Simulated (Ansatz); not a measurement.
Species: HBr, charge 1, doublet. HBr+ (parent SMILES Br, doublet).
B3LYP-D3(BJ)/def2-TZVP minimum from Ansatz (a program for electronic structure):
```xyz
2

Br     0.0000     0.0000    -0.0405
H      0.0000     0.0000     1.4192
```
Charge +1, spin multiplicity 2.

Hartree-Fock and CCSD(T) correlation energies in hartree (Ansatz). Open shells are spin-unrestricted; no spin-orbit coupling. Cores are frozen in correlated methods (noble-gas shells, and filled d and f shells in the p block). No relativity. Spin-orbit terms, left out, reach several kcal/mol for Br and I, and more for heavier atoms. The spin of HBr+ (parent SMILES Br, doublet) was assumed, and the state is the lowest solution found for it.

```tsv
basis	X	E(HF)	E(corr, CCSD(T))
cc-pVTZ	3	-2572.65605	-0.16493
cc-pVQZ	4	-2572.65947	-0.17860
cc-pV5Z	5	-2572.65990	withheld
```

Q: Fit E(corr) = E∞ + A/X³ to X = 3 and 4, predict X = 5, and compare with the run.

A: A = (-0.16493 - (-0.17860))/(1/27 - 1/64) = 0.6384; E∞ = -0.17860 - A/64 = -0.18858; at X = 5, E∞ + A/125 = -0.18347. The run gave -0.18323, 0.24 mEh above the prediction. The same form on X = 4 and 5 gives E∞ = -0.18809, 0.49 mEh above the first estimate.
